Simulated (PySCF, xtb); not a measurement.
3,4-dichlorobuta-1,2-diene (C4H4Cl2), SMILES C=C=C(CCl)Cl.

GFN2-xTB (xtb) at its own geometry gives an orbital gap of 4.30 eV and a dipole moment of 2.89 D.

Geometry: B3LYP-D3(BJ)/def2-SVP. The values are those of a single conformer.

Q: What does PySCF with B3LYP/def2-TZVP give? (An estimate is asked for; the answer gives what the named calculation found.)

A: gap 6.01 eV (levels -7.31 and -1.30 eV), dipole 2.79 D.
